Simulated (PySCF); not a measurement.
C2H6BFO2, SMILES OB(O)[C@H](F)C. Atoms are numbered in the order given.

```xyz
12

C      1.7067    -0.7965     0.2057
C      0.4816    -0.0248     0.6718
F      0.8223     1.3434     0.7694
B     -0.7795    -0.1416    -0.3073
O     -1.2757     0.9840    -0.8704
O     -1.3707    -1.3295    -0.6108
H      1.4873    -1.8755     0.1518
H      2.0203    -0.4656    -0.7968
H      2.5530    -0.6569     0.8961
H      0.2093    -0.3504     1.6945
H     -0.7621     1.7487    -0.5703
H     -0.9704    -2.0912    -0.1783
```

The structure is a stationary point at B3LYP-D3(BJ)/def2-SVP. The structure was generated by enumeration; whether it is a known compound was not checked. One conformer was computed; it need not be the lowest.

Computed with PBE/pcSseg-1 (PySCF).

GIAO shieldings, no solvent; atoms listed in one row are averaged. δ = σ(ref) − σ: ¹³C against TMS (σ = 182.0 ppm); ¹⁹F against CFCl3 (σ = 133.6 ppm); ¹¹B against BF3 (σ = 83.9 ppm); ¹⁷O against H2O (σ = 334.3 ppm); ¹H against TMS (σ = 31.49 ppm), references at their B3LYP-D3(BJ)/def2-TZVP geometries, non-relativistic.

Computed chemical shifts:
| nucleus | atoms | count | δ (ppm) |
|---|---|---|---|
| ¹³C | C2 | 1 | 89.2 |
| ¹³C | C1 | 1 | 21.9 |
| ¹⁹F | F3 | 1 | -260.5 |
| ¹¹B | B4 | 1 | 17.9 |
| ¹⁷O | O5 | 1 | 140.2 |
| ¹⁷O | O6 | 1 | 127.4 |
| ¹H | H11 | 1 | 5.74 |
| ¹H | H10 | 1 | 4.63 |
| ¹H | H12 | 1 | 3.60 |
| ¹H | H7, H8, H9 | 3 | 1.58 |
